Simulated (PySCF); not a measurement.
Compound: CH3BCl2OSi.
SMILES with atom numbers: `[O:1]=[CH:2][SiH2:3][B:4]([Cl:5])[Cl:6]` (hydrogens: H7 on C2; H8, H9 on Si3)

Level of theory: TDDFT B3LYP/def2-SVPD, vertical, gas phase, core orbitals frozen in the response in PySCF 2.14.0, density-fitted response routines. Geometry: PBE0-D3(BJ)/def2-SVP, one conformer, isolated molecule. Torsions of this conformer, `[O:1]=[CH:2][SiH2:3][B:4]([Cl:5])[Cl:6]`: O1–C2–Si3–B4 0°, C2–Si3–B4–Cl5 87°.

```tsv
state	E (eV)	E (kJ/mol)	λ (nm)	f	|μ| (D)	main configurations (H = HOMO, L = LUMO)
S1	3.28	316	378.0	0.0003	0.16	H→L+1 (99%)
S2	3.74	361	331.7	0.024	1.31	H→L (100%)
S3	4.72	455	262.7	0.0023	0.36	H-1→L (99%)
S4	5.28	510	234.7	0.0001	0.08	H-2→L (99%)
S5	5.42	523	228.9	0.0009	0.21	H-1→L+1 (99%)
S6	6.26	604	198.0	0.0037	0.39	H-2→L+1 (82%), H→L+2 (12%)
S7	6.32	610	196.3	0.084	1.87	H-3→L (90%)
S8	6.33	611	195.9	0.024	1.00	H→L+2 (65%), H-2→L+1 (16%), H→L+5 (10%)
S9	6.45	622	192.2	0.010	0.65	H→L+3 (88%)
S10	6.48	626	191.2	0.012	0.71	H-4→L (96%)
```

Triplets, Tamm–Dancoff:

| state | E (eV) | λ (nm) | main configurations (H = HOMO, L = LUMO) |
| --- | --- | --- | --- |
| T1 | 2.61 | 474.7 | H→L+1 (98%) |
| T2 | 3.46 | 358.6 | H→L (92%) |
| T3 | 4.15 | 298.6 | H-1→L (91%) |
| T4 | 5.12 | 242.2 | H-2→L (98%) |

The lowest singlet comes at 378 nm (316 kJ/mol) in the ultraviolet; it is dark (f under 0.0005); its leading configuration is HOMO→LUMO+1 (99%). The most intense listed level is S7 at 6.32 eV (196 nm, f = 0.084), 3.04 eV above S1. Löwdin shares by element: HOMO oxygen 50%, carbon 21%, silicon 12%, hydrogen 10% or more; LUMO boron 46%, chlorine 34%, silicon 11%. Weighted by f, the mean energy of these states is 5.92 eV. The oscillator strengths of these states sum to 0.162; summed over the whole spectrum of an exact calculation they would give the number of electrons, 70 (Thomas–Reiche–Kuhn). Orbital energies (eV): HOMO-3 -9.53, HOMO-2 -9.08, HOMO-1 -8.45, HOMO -7.12, LUMO -2.53, LUMO+1 -2.10, LUMO+2 -0.02. No computed singlet lies in the visible range (380 to 750 nm); the lowest, at 378 nm, stands 0.02 eV above its violet end (3.26 eV); a Tamm–Dancoff triplet lies at 475 nm, without intensity as long as spin–orbit coupling is left out. The vertical ionisation energy (ΔSCF) is 9.46 eV, 2.98 eV above S10. Only the lowest 10 singlets were computed, as vertical energies without vibronic structure.

Hardware: Arm Neoverse V1, one thread, no GPU (shared host). Cost: 53 s.
